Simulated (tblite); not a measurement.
C6H9ClGe.
Atom-mapped SMILES: `[CH:1]#[C:2][GeH2:3][CH2:4]/[C:5]([CH3:6])=[CH:7]\[Cl:8]` (hydrogens: H9 on C1; H10, H11 on Ge3; H12, H13 on C4; H14, H15, H16 on C6; H17 on C7)

Computed with GFN2-xTB (tblite), gas phase: L-BFGS steps from a force-field or distance-geometry start until the largest atomic force falls under 0.01 eV/Å.

Step 30: E = -647.6738 eV
```
atom  x, y, z in Å  |  force x, y, z in eV/Å
C1      3.6008    0.3519    1.4155    0.060   0.005   0.008
C2      2.7766    0.1236    0.5704    0.030   0.008  -0.027
Ge3     1.4698   -0.2701   -0.7478   -0.077   0.000   0.025
C4     -0.1678   -0.9458    0.1703   -0.009  -0.004   0.042
C5     -1.3652   -0.1167   -0.1318   -0.017  -0.031   0.053
C6     -1.3748    1.2591    0.4745   -0.009  -0.020  -0.016
C7     -2.3970   -0.5409   -0.8507    0.015   0.057  -0.047
Cl8    -2.5071   -2.1136   -1.5626    0.043   0.054   0.029
H9      4.3435    0.5519    2.1339   -0.009   0.014   0.048
H10     2.0780   -1.2753   -1.6718    0.024  -0.061  -0.064
H11     1.2174    0.9937   -1.5164   -0.008   0.017  -0.024
H12    -0.3315   -1.9884   -0.1034   -0.020   0.060   0.000
H13     0.0314   -0.9059    1.2440    0.000  -0.011  -0.002
H14    -1.8315    1.2187    1.4646    0.065   0.019  -0.010
H15    -0.3534    1.6274    0.5799   -0.022  -0.036   0.026
H16    -1.9366    1.9688   -0.1282   -0.049  -0.068  -0.014
H17    -3.2596    0.0738   -1.0516   -0.017  -0.002  -0.025
```

Step 31: E = -647.6755 eV
```
atom  x, y, z in Å  |  force x, y, z in eV/Å
C1      3.5960    0.3512    1.4148    0.045   0.003  -0.017
C2      2.7746    0.1197    0.5669    0.037   0.018  -0.014
Ge3     1.4625   -0.2740   -0.7509    0.000   0.021   0.088
C4     -0.1690   -0.9465    0.1753   -0.007  -0.025   0.062
C5     -1.3646   -0.1156   -0.1288    0.001  -0.044   0.061
C6     -1.3735    1.2606    0.4768   -0.004  -0.035  -0.017
C7     -2.3907   -0.5394   -0.8554    0.009   0.068  -0.047
Cl8    -2.4962   -2.1111   -1.5682    0.042   0.040   0.023
H9      4.3389    0.5551    2.1339   -0.045   0.000   0.015
H10     2.0736   -1.2750   -1.6760    0.021  -0.073  -0.077
H11     1.2040    0.9906   -1.5140   -0.005   0.029  -0.037
H12    -0.3321   -1.9906   -0.0932   -0.039   0.063  -0.014
H13     0.0338   -0.9068    1.2482   -0.003   0.009   0.003
H14    -1.8194    1.2194    1.4719    0.059   0.017  -0.019
H15    -0.3514    1.6300    0.5731   -0.032  -0.028   0.020
H16    -1.9434    1.9681   -0.1216   -0.037  -0.075  -0.002
H17    -3.2500    0.0762   -1.0636   -0.043   0.010  -0.028
```

Step 32: E = -647.6776 eV
```
atom  x, y, z in Å  |  force x, y, z in eV/Å
C1      3.5909    0.3505    1.4134    0.022   0.000  -0.045
C2      2.7729    0.1155    0.5621    0.040   0.028   0.001
Ge3     1.4532   -0.2784   -0.7536    0.099   0.032   0.116
C4     -0.1710   -0.9479    0.1828   -0.006  -0.035   0.070
C5     -1.3644   -0.1153   -0.1244    0.010  -0.043   0.053
C6     -1.3716    1.2613    0.4793    0.001  -0.042  -0.006
C7     -2.3829   -0.5360   -0.8627    0.004   0.068  -0.038
Cl8    -2.4820   -2.1072   -1.5750    0.036   0.018   0.008
H9      4.3321    0.5591    2.1344   -0.073  -0.013  -0.017
H10     2.0684   -1.2753   -1.6828    0.000  -0.061  -0.065
H11     1.1868    0.9875   -1.5118    0.002   0.028  -0.041
H12    -0.3336   -1.9930   -0.0792   -0.057   0.046  -0.029
H13     0.0364   -0.9058    1.2540   -0.004   0.027   0.026
H14    -1.8022    1.2200    1.4810    0.041   0.013  -0.020
H15    -0.3488    1.6316    0.5644   -0.036  -0.010   0.006
H16    -1.9524    1.9655   -0.1130   -0.020  -0.078   0.009
H17    -3.2390    0.0800   -1.0797   -0.059   0.022  -0.028
```

**Question.** Estimate the geometry and energy of step 33. (The exact step hangs on the optimiser's Hessian estimate; all steps are aligned on step 32, rigid shifts and turns removed.)

**Answer.** E = -647.6799 eV, largest force 0.199 eV/Å
```
atom  x, y, z in Å  |  force x, y, z in eV/Å
C1      3.5852    0.3498    1.4109    0.000   0.000  -0.064
C2      2.7711    0.1115    0.5563    0.034   0.036   0.007
Ge3     1.4437   -0.2831   -0.7550    0.174   0.027   0.092
C4     -0.1736   -0.9503    0.1929   -0.001  -0.026   0.059
C5     -1.3641   -0.1160   -0.1187    0.007  -0.028   0.027
C6     -1.3690    1.2606    0.4821    0.004  -0.038   0.015
C7     -2.3737   -0.5305   -0.8726    0.003   0.053  -0.019
Cl8    -2.4644   -2.1021   -1.5830    0.024  -0.003  -0.012
H9      4.3228    0.5635    2.1348   -0.079  -0.022  -0.032
H10     2.0622   -1.2764   -1.6922   -0.033  -0.028  -0.030
H11     1.1663    0.9846   -1.5099    0.015   0.008  -0.031
H12    -0.3367   -1.9959   -0.0617   -0.069   0.015  -0.042
H13     0.0391   -0.9024    1.2616   -0.004   0.036   0.060
H14    -1.7801    1.2200    1.4915    0.015   0.005  -0.010
H15    -0.3457    1.6324    0.5538   -0.033   0.013  -0.014
H16    -1.9632    1.9608   -0.1019   -0.001  -0.076   0.017
H17    -3.2269    0.0854   -1.0999   -0.056   0.028  -0.024
```

The energy changes by -0.0024 eV. The first-order estimate −F·Δx gives -0.0032 eV and the mean of the old and new forces, exact on a quadratic surface, -0.0024 eV. The step makes an angle of 80° with the force vector and moves no atom by more than 0.024 Å.

The cost below is that of the whole relaxation. Hardware: Arm Neoverse N1, one thread, shared host. Cost: 2.4 s of wall time.
